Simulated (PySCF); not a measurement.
Si(F)(NH2)3 (FH₆N₃Si), SMILES F[Si](N)(N)N. Geometry: PBE-D3(BJ)/def2-SVP. Other conformers were not sampled.

These are PBE-D3(BJ)/def2-SVP (PySCF) values and carry that method's errors.

Harmonic wavenumbers (cm⁻¹): 140, 199, 250, 252, 321, 325, 333, 363, 412, 417, 445, 714, 754, 794, 796, 863, 915, 958, 1475, 1487, 1488, 3499, 3500, 3512, 3597, 3597, 3617. Rotational constants (GHz): 3.871, 3.771, 3.184; symmetry number 1.

Problem. Work out the zero-point energy and the ideal-gas rigid-rotor harmonic-oscillator thermochemistry at 298.15 K and 1 atm.

Solution. ZPE = ½ Σ hcν = ½ × 35021 cm⁻¹ = 209.47 kJ/mol. H − E(el) = 232.77 kJ/mol. Entropy in J/(mol K): translation 165.56, rotation 110.20, vibration 72.72, total 348.48. G − E(el) = 128.87 kJ/mol. Cp = 127.36 J/(mol K). Modes under 150 cm⁻¹ make the vibrational entropy uncertain.
